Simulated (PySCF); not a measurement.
**Shieldings and the share of exact exchange**

Molecule: trimethylborane, C$_{3}$H$_{9}$B.

Numbering as in the mapped SMILES `[CH3:1][B:2]([CH3:3])[CH3:4]`. Each H is labelled by its parent atom.

GIAO shieldings (ppm, equivalent atoms averaged) in PySCF on the PBE0-D3(BJ)/def2-SVP geometry, basis pcSseg-2, gas phase, non-relativistic:

```tsv
functional	exact exchange (%)	σ(C1/C3/C4)	σ(B2)
BLYP	0	159.1	-0.6
BP86	0	162.6	3.1
PBE	0	162.7	1.3
B3LYP	20	163.4	5.5
mPW1PW91	25	167.4	9.6
BHandHLYP	50	169.0	14.5
HF	100	177.2	31.6
```

Task: Fit each shielding as a line in the percentage of exact exchange.

Result: σ(C1/C3/C4) = 161.5 + 0.16 x (rms 1.4 ppm); σ(B2) = 0.9 + 0.30 x (rms 1.4 ppm). The functionals also differ in their semilocal parts, which the line can't hold; Hartree–Fock has no correlation at all.

Task: What does the line predict for PBE0 (25 %), and what does the run give?

Result: σ(C1/C3/C4): 165.5 predicted, 167.9 computed; σ(B2): 8.4 predicted, 9.1 computed ppm.
